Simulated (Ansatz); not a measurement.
Ansatz (an electronic-structure program) job for CHO, SMILES [C][OH+] (connectivity only; charge and spin as stated), charge +1, multiplicity 1, PBE-D3(BJ)/def2-TZVPD. 

Ansatz 0.2 input:
```yaml
crystal:
  periodic: [false, false, false]
  atoms:
    - {symbol: H, position_ang: [0.00000000, 0.00000000, -1.38845485]}
    - {symbol: O, position_ang: [0.00000000, 0.00000000, -0.39454934]}
    - {symbol: C, position_ang: [0.00000000, 0.00000000, 0.75747493]}
basis:
  gaussian:
    orbitals: def2-TZVPD
hamiltonian:
  xc: pbe
  dispersion: d3bj
total_charge: 1
relax: {f_tol: 0.002, max_steps: 200}
```

Output:

```
WARN ansatz: RAYON_NUM_THREADS=1 ignored (pool sized by the plan → 1); use --threads N
Functional definition: PBE
integrals: 0.01 GiB planned
409 factors; their error is unknown
mean field: 0.15 GiB planned
mean field evaluation 1: about -3072.7750 eV, gradient 9.6e1 eV
mean field evaluation 2: about -3004.2329 eV, gradient 1.9e2 eV
mean field evaluation 4: about -3085.6974 eV, gradient 1.0e1 eV
mean field evaluation 8: about -3085.9090 eV, gradient 2.1e-1 eV
mean field evaluation 16: about -3085.9090 eV, gradient 5.8e-6 eV
mean field -3085.90901929 eV, -113.4050647546 hartree, gradient 5.8e-6 eV, S^2 0.000000; 0 other end points of the search recorded, 0 dependent functions left out
the calculation of the forces begins
reference -3085.90904357 eV, -113.4050656471 hartree; 7, 7 occupied and 79, 79 virtual orbitals, 409 factors
relax step   1: F+E_penalty+E_count = -3085.92911265 eV  Δ(F+E_penalty+E_count) = +0.000e0 eV  max|allowed force component| = 1.354e0 eV/Å  Δτ_max = 0.0000 Å  (27 SCF iters, accepted)
these checks for a lower state are left out or cut short: starts, cluster_reference, orbital_swaps, neighbouring_geometries, increment
integrals: 0.01 GiB planned
409 factors; their error is unknown
mean field: 0.15 GiB planned
mean field -3085.92039443 eV, -113.4054827834 hartree, gradient 1.5e-5 eV, S^2 0.000000; 0 other end points of the search recorded, 0 dependent functions left out
the calculation of the forces begins
reference -3085.92041873 eV, -113.4054836765 hartree; 7, 7 occupied and 79, 79 virtual orbitals, 409 factors
relax step   2: F+E_penalty+E_count = -3085.94046894 eV  Δ(F+E_penalty+E_count) = -1.136e-2 eV  max|allowed force component| = 2.118e-1 eV/Å  Δτ_max = 0.0102 Å  (29 SCF iters, accepted)
these checks for a lower state are left out or cut short: starts, cluster_reference, orbital_swaps, neighbouring_geometries, increment
integrals: 0.01 GiB planned
409 factors; their error is unknown
mean field: 0.15 GiB planned
mean field evaluation 32: about -3085.9210 eV, gradient 1.5e-5 eV
mean field -3085.92101967 eV, -113.4055057605 hartree, gradient 1.5e-5 eV, S^2 0.000000; 0 other end points of the search recorded, 0 dependent functions left out
the calculation of the forces begins
reference -3085.92104401 eV, -113.4055066548 hartree; 7, 7 occupied and 79, 79 virtual orbitals, 409 factors
relax step   3: F+E_penalty+E_count = -3085.94108829 eV  Δ(F+E_penalty+E_count) = -6.194e-4 eV  max|allowed force component| = 1.074e-2 eV/Å  Δτ_max = 0.0035 Å  (29 SCF iters, accepted)
these checks for a lower state are left out or cut short: starts, cluster_reference, orbital_swaps, neighbouring_geometries, increment
integrals: 0.01 GiB planned
409 factors; their error is unknown
mean field: 0.15 GiB planned
mean field -3085.92102153 eV, -113.4055058289 hartree, gradient 1.5e-5 eV, S^2 0.000000; 0 other end points of the search recorded, 0 dependent functions left out
the calculation of the forces begins
reference -3085.92104587 eV, -113.4055067233 hartree; 7, 7 occupied and 79, 79 virtual orbitals, 409 factors
relax step   4: F+E_penalty+E_count = -3085.94108988 eV  Δ(F+E_penalty+E_count) = -1.594e-6 eV  max|allowed force component| = 2.637e-4 eV/Å  Δτ_max = 0.0002 Å  (27 SCF iters, accepted)
integrals: 0.01 GiB planned
409 factors; their error is unknown
mean field: 0.15 GiB planned
mean field -3085.92102153 eV, -113.4055058289 hartree, gradient 1.5e-5 eV, S^2 0.000000; 1 other end points of the search recorded, 0 dependent functions left out
the calculation of the forces begins
reference -3085.92104587 eV, -113.4055067233 hartree; 7, 7 occupied and 79, 79 virtual orbitals, 409 factors
Total energy: -3085.94111422 eV, -113.4062442216 hartree
Atom 0 at     0.000000     0.000000    -1.401036 Å, force    -0.000000     0.000000    -0.000165 eV/Å
Atom 1 at    -0.000000    -0.000000    -0.395163 Å, force     0.000000    -0.000000     0.000264 eV/Å
Atom 2 at     0.000000    -0.000000     0.770670 Å, force    -0.000000     0.000000    -0.000098 eV/Å
Dipole moment:    -0.000000     0.000000    -0.547473 e Å
```

The calculation finished and met its thresholds.

Cost: about 2.8 core-seconds (a rough figure).
